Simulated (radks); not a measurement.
Species: Ba LVI. Configuration: 1s1.

All-electron calculation, scalar-relativistic Kohn-Sham, LB94 model potential, spin-polarised, spherical densities, finite nucleus; open shells are filled with parallel spins first (spin-orbit coupling, left out, can overturn this in heavy ions); Fermi nuclear charge, rms radius 4.8378 fm. Program: a radial shooting solver on a logarithmic mesh with Libxc functionals.

Energy parts (eV):
part                 energy
kinetic            48838.65
electron-nucleus  -93449.74
Hartree              508.72
(The LB94 potential has no energy functional, so no total or exchange-correlation energy is given.)

Orbitals (lengths in bohr, moments of r in powers of bohr; <r^-3> diverges for s and p1/2; r(max) is where P^2 peaks):
orbital  occ.  eigenvalue (eV)  <r^-3>   r(max)      <r^4>
1s up       1        -44479.70       -  0.01630  1.937e-06

The highest occupied level is 1s up at -44480 eV. Summed over all electrons, <r^2> = 0.0008628 bohr^2, which gives a Langevin (diamagnetic) susceptibility term of -0.000683 x 10^-6 cm^3/mol. Spin moment in Bohr magnetons: 1. The density falls to 0.001 e/bohr^3 at r = 0.16 bohr. The electron density at the nucleus is 1.484e+05 e/bohr^3 (large components only).
